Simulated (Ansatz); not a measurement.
Al₂Cu₈. The state is a singlet with charge 0. Geometry PBE-D4/def2-SVP; atoms count from 1.

```xyz
10

Al   -0.128    1.760   -0.637
Al    1.851    0.221    1.516
Cu   -0.605    0.671    1.601
Cu    1.573   -0.092   -0.948
Cu    0.363   -1.454    2.397
Cu   -1.918    1.825   -2.186
Cu   -0.328   -1.202    0.079
Cu    1.914   -1.997    0.582
Cu   -0.575   -0.141   -2.121
Cu   -2.145    0.409   -0.284
```

The restricted singlet is unstable towards broken spin symmetry in Hartree–Fock (as tested in another run); at PBE0-D4/def2-SVP this wasn't settled. The structure comes from a short search, and lower isomers may exist.

Question: Estimate the Mulliken populations from the PBE0/def2-SVP orbitals of Ansatz.

Answer: 
```csv
atom,charge (e),d electrons
Al1,0.07,–
Al2,0.08,–
Cu3,0.04,9.73
Cu4,0.04,9.73
Cu5,-0.06,9.75
Cu6,0.07,9.80
Cu7,0.01,9.72
Cu8,-0.06,9.75
Cu9,-0.10,9.73
Cu10,-0.10,9.73
```
Mulliken values depend strongly on the basis.

Question: And the Mayer bond orders between heavy atoms (over 0.3)?

Answer: Al1–Cu3 0.42 (2.53 Å); Al1–Cu4 0.42 (2.53 Å); Al1–Cu6 0.62 (2.37 Å); Al1–Cu9 0.47 (2.45 Å); Al1–Cu10 0.47 (2.45 Å); Al2–Cu3 0.42 (2.50 Å); Al2–Cu4 0.42 (2.50 Å); Al2–Cu5 0.56 (2.41 Å); Al2–Cu8 0.56 (2.41 Å); Cu3–Cu5 0.43 (2.47 Å); Cu3–Cu7 0.34 (2.43 Å); Cu3–Cu10 0.43 (2.45 Å); Cu4–Cu7 0.34 (2.43 Å); Cu4–Cu8 0.43 (2.47 Å); Cu4–Cu9 0.43 (2.45 Å); Cu5–Cu7 0.38 (2.43 Å); Cu5–Cu8 0.45 (2.45 Å); Cu6–Cu9 0.49 (2.38 Å); Cu6–Cu10 0.49 (2.38 Å); Cu7–Cu8 0.38 (2.43 Å); Cu7–Cu9 0.35 (2.46 Å); Cu7–Cu10 0.35 (2.46 Å); Cu9–Cu10 0.36 (2.48 Å).
